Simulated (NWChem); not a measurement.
Everything below was run with NWChem. System: F6Mo, charge 0, spin multiplicity 1, displaced from the optimised geometry. The structure started from a generated list of species.

Job file:

```
start mol
memory heap 200 mb stack 900 mb global 1100 mb
geometry units angstroms nocenter noautoz
  Mo     0.000000     0.000000     0.000000
  F      1.853035     0.000000     0.000000
  F     -1.853035     0.000000     0.000000
  F      0.000000     1.853035     0.000000
  F      0.000000     0.000000    -1.853036
  F      0.000000     0.000000     1.853036
  F      0.000000    -1.853035     0.000000
  symmetry group D2h
end
basis spherical
  * library def2-svp
end
ecp
  Mo library def2-ecp
end
dft
  xc becke88 perdew86
  semidirect memsize 60000000 filesize 0
  iterations 100
  convergence nodiis damp 40
end
task dft gradient
```

The output up to the point where the run's verdict is printed (cleaned and shortened):

```
             Northwest Computational Chemistry Package (NWChem) 7.3.0
             --------------------------------------------------------

                                NWChem Input Module
                                -------------------

 Scaling coordinates for geometry "geometry" by  1.889725989
 (inverse scale =  0.529177249)

 Turning off AUTOSYM since
 SYMMETRY directive was detected!

                             Geometry "geometry" -> ""
                             -------------------------

 Output coordinates in angstroms (scale by  1.889725989 to convert to a.u.)

  No.       Tag          Charge          X              Y              Z
 ---- ---------------- ---------- -------------- -------------- --------------
    1 Mo                  42.0000     0.00000000     0.00000000     0.00000000
    2 F                    9.0000     1.85303500     0.00000000     0.00000000
    3 F                    9.0000    -1.85303500     0.00000000     0.00000000
    4 F                    9.0000     0.00000000     1.85303500     0.00000000
    5 F                    9.0000     0.00000000     0.00000000    -1.85303600
    6 F                    9.0000     0.00000000     0.00000000     1.85303600
    7 F                    9.0000     0.00000000    -1.85303500     0.00000000

 Effective nuclear repulsion energy (a.u.)     878.6538785417

            Nuclear Dipole moment (a.u.)
            ----------------------------
        X                 Y               Z
 ---------------- ---------------- ----------------
     0.0000000000     0.0000000000     0.0000000000

      Symmetry information
      --------------------

 Group name             D2h
 Group number             26
 Group order               8
 No. of unique centers     4

      Symmetry unique atoms

     1    2    4    5


 Summary of "ao basis" -> "" (spherical)
 ------------------------------------------------------------------------------
       Tag                 Description            Shells   Functions and Types
 ---------------- ------------------------------  ------  ---------------------
 *                          def2-svp                  on all atoms
[...]
 d= 0,ls=0.5         52   -506.5219171625  8.79D+00  4.85D-01               6.2
 d= 0,ls=0.5         53   -515.3082188093 -8.79D+00  4.85D-01               6.3
 d= 0,ls=0.5         54   -506.5219171625  8.79D+00  4.85D-01               6.4
 d= 0,ls=0.5         55   -515.3082188093 -8.79D+00  4.85D-01               6.5
 d= 0,ls=0.5         56   -506.5219171625  8.79D+00  4.85D-01               6.6
 d= 0,ls=0.5         57   -515.3082188093 -8.79D+00  4.85D-01               6.7
 d= 0,ls=0.5         58   -506.5219171625  8.79D+00  4.85D-01               6.8
 d= 0,ls=0.5         59   -515.3082188093 -8.79D+00  4.85D-01               6.9
 d= 0,ls=0.5         60   -506.5219171625  8.79D+00  4.85D-01               7.0
 d= 0,ls=0.5         61   -515.3082188093 -8.79D+00  4.85D-01               7.1
 d= 0,ls=0.5         62   -506.5219171625  8.79D+00  4.85D-01               7.3
 d= 0,ls=0.5         63   -515.3082188093 -8.79D+00  4.85D-01               7.4
 d= 0,ls=0.5         64   -506.5219171625  8.79D+00  4.85D-01               7.5
 d= 0,ls=0.5         65   -515.3082188093 -8.79D+00  4.85D-01               7.6
 d= 0,ls=0.5         66   -506.5219171625  8.79D+00  4.85D-01               7.7
 d= 0,ls=0.5         67   -515.3082188093 -8.79D+00  4.85D-01               7.8
 d= 0,ls=0.5         68   -506.5219171625  8.79D+00  4.85D-01               7.9
 d= 0,ls=0.5         69   -515.3082188093 -8.79D+00  4.85D-01               8.0
 d= 0,ls=0.5         70   -506.5219171625  8.79D+00  4.85D-01               8.1
 d= 0,ls=0.5         71   -515.3082188093 -8.79D+00  4.85D-01               8.2
 d= 0,ls=0.5         72   -506.5219171625  8.79D+00  4.85D-01               8.3
 d= 0,ls=0.5         73   -515.3082188093 -8.79D+00  4.85D-01               8.4
 d= 0,ls=0.5         74   -506.5219171625  8.79D+00  4.85D-01               8.5
 d= 0,ls=0.5         75   -515.3082188093 -8.79D+00  4.85D-01               8.6
 d= 0,ls=0.5         76   -506.5219171625  8.79D+00  4.85D-01               8.7
 d= 0,ls=0.5         77   -515.3082188093 -8.79D+00  4.85D-01               8.8
 d= 0,ls=0.5         78   -506.5219171625  8.79D+00  4.85D-01               8.9
 d= 0,ls=0.5         79   -515.3082188093 -8.79D+00  4.85D-01               9.0
 d= 0,ls=0.5         80   -506.5219171625  8.79D+00  4.85D-01               9.1
 d= 0,ls=0.5         81   -515.3082188093 -8.79D+00  4.85D-01               9.2
 d= 0,ls=0.5         82   -506.5219171625  8.79D+00  4.85D-01               9.3
 d= 0,ls=0.5         83   -515.3082188093 -8.79D+00  4.85D-01               9.4
 d= 0,ls=0.5         84   -506.5219171625  8.79D+00  4.85D-01               9.6
 d= 0,ls=0.5         85   -515.3082188093 -8.79D+00  4.85D-01               9.7
 d= 0,ls=0.5         86   -506.5219171625  8.79D+00  4.85D-01               9.8
 d= 0,ls=0.5         87   -515.3082188093 -8.79D+00  4.85D-01               9.9
 d= 0,ls=0.5         88   -506.5219171625  8.79D+00  4.85D-01              10.0
 d= 0,ls=0.5         89   -515.3082188093 -8.79D+00  4.85D-01              10.1
 d= 0,ls=0.5         90   -506.5219171625  8.79D+00  4.85D-01              10.2
 d= 0,ls=0.5         91   -515.3082188093 -8.79D+00  4.85D-01              10.3
 d= 0,ls=0.5         92   -506.5219171625  8.79D+00  4.85D-01              10.4
 d= 0,ls=0.5         93   -515.3082188093 -8.79D+00  4.85D-01              10.5
 d= 0,ls=0.5         94   -506.5219171625  8.79D+00  4.85D-01              10.6
 d= 0,ls=0.5         95   -515.3082188093 -8.79D+00  4.85D-01              10.7
 d= 0,ls=0.5         96   -506.5219171625  8.79D+00  4.85D-01              10.8
 d= 0,ls=0.5         97   -515.3082188093 -8.79D+00  4.85D-01              10.9
 d= 0,ls=0.5         98   -506.5219171625  8.79D+00  4.85D-01              11.0
 d= 0,ls=0.5         99   -515.3082188093 -8.79D+00  4.85D-01              11.1
 d= 0,ls=0.5        100   -506.5219171625  8.79D+00  4.85D-01              11.2
```

Convergence was not reached. The next line reads: Calculation failed to converge. NWChem stopped with the message: dft gradient failed.
